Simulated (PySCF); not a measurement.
Compounds:

A. SMILES C1(F)=CC(C)=NC(Cl)=C1
B. `Cl[C@@H]1[C@H]2CCCC[C@@H]12`
C. `CC(=O)n1ccnc1`

Spectrum 1. ¹H NMR (400 MHz, computed): δ 8.24 (d, J = 1.5 Hz, 1H), 7.28 (d, J = 2.2 Hz, 1H), 7.02 (t, J = 1.9 Hz, 1H), 2.53 (s, 3H). ¹³C{¹H} NMR (computed): δ 170.9 (C), 141.1 (CH), 138.8 (CH), 119.7 (CH), 24.8 (CH3).

Spectrum 2. ¹H NMR (400 MHz, computed): δ 2.36 (m, 1H), 1.95 (m, 2H), 1.74 (m, 2H), 1.22 (m, 2H), 1.21 (m, 2H), 0.98 (m, 2H). ¹³C{¹H} NMR (computed): δ 43.9 (CH), 26.4 (CH2), 25.3 (CH), 24.9 (CH2).

Spectrum 3. ¹H NMR (400 MHz, computed): δ 7.04 (m, 1H), 6.93 (m, 1H), 2.71 (s, 3H). ¹³C{¹H} NMR (computed): δ 180.4 (C), 166.8 (C), 163.3 (C), 114.9 (CH), 113.7 (CH), 27.0 (CH3).

PySCF 2.14.0 with density-fitted response routines calculation with J couplings at B3LYP/pcJ-1 (spin–dipole term left out of most H,H and C,H couplings), GIAO PBE0/pcSseg-1 shieldings and geometry from GFN2-xTB; non-relativistic, one computed conformer, equivalent nuclei averaged, no solvent.

δ = σ(ref) − σ, references computed at the same level: ¹H (σref 31.72), ¹³C (σref 186.93) against TMS. Multiplet labels drop J under 1 Hz and among equivalent protons, and merge close values. Unscaled 3J(H,H) run several per cent high. Splittings of carbon signals by F and P are missing where no couplings were computed. Where no couplings were computed, multiplicities follow the n + 1 count of equivalent neighbours, and m marks all less simple cases (inequivalent or close neighbours, rings, F or P nearby). Shifts are as computed. Against solution values, carbons near 30 ppm lie about +3 ppm off and those near 130 ppm about +5 ppm; carbons on Cl a further +6 ppm (rms about the fit 2.1 ppm; single classes can miss by 10 ppm). Of 1328 compounds with measured shifts, 309 miss one by over three times the rms of a fit or turn the order of signals round; such compounds aren't used in these exercises. Signals without a measured value on file couldn't be tested in this way; 1H shifts scatter by 0.2 ppm about their fit, and single ones miss by 0.5 ppm. Carbons bonded to Cl come out too deshielded.

Task: Match each spectrum to its structure.

Result: 1–C, 2–B, 3–A.

- Spectrum 1 (C): 5 ¹³C signals; δC 170.9 is an amide carbonyl carbon; δC 24.8 is a methyl carbon α to a carbonyl.
- Spectrum 2 (B): 4 ¹³C signals; δC 43.9 is a three-membered-ring carbon; δC 26.4 is an sp3 CH2 in a ring.
- Spectrum 3 (A): 6 ¹³C signals; δC 180.4 is an aromatic carbon bearing fluorine; δC 27.0 is a methyl carbon on an aromatic ring.
